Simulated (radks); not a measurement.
Task: Rh2+, 43 electrons, occupied as [Kr] 4d7 (the NIST ground configuration). All-electron calculation, scalar-relativistic Kohn-Sham, PBE, spin-unpolarised, spherical densities, finite nucleus; Fermi nuclear charge, rms radius 4.4945 fm. Program: a radial shooting solver on a logarithmic mesh with Libxc functionals. Some entries of the table are withheld. Estimate them.

| orbital | occ. | eigenvalue (hartree) | <1/r> (bohr^-1) | <r^2> (bohr^2) |
|---|---|---|---|---|
| 1s | 2 | -847.4074 | 47.05 | (1) |
| 2s | 2 | -123.5203 | 10.65 | (2) |
| 2p | 6 | -110.7815 | 10.32 | 0.01869 |
| 3s | 2 | (3) | 3.710 | 0.1746 |
| 3p | 6 | (4) | (5) | 0.1772 |
| 3d | 10 | -11.82525 | (6) | 0.1639 |
| 4s | 2 | -3.80179 | 1.404 | 1.083 |
| 4p | 6 | -2.61819 | 1.257 | 1.322 |
| 4d | 7 | -0.94602 | 0.9244 | 2.497 |

Result: 
(1) 1s <r^2> (bohr^2): 0.001438
(2) 2s <r^2> (bohr^2): 0.02374
(3) 3s eigenvalue (hartree): -22.71125
(4) 3p eigenvalue (hartree): -18.52269
(5) 3p <1/r> (bohr^-1): 3.534
(6) 3d <1/r> (bohr^-1): 3.307
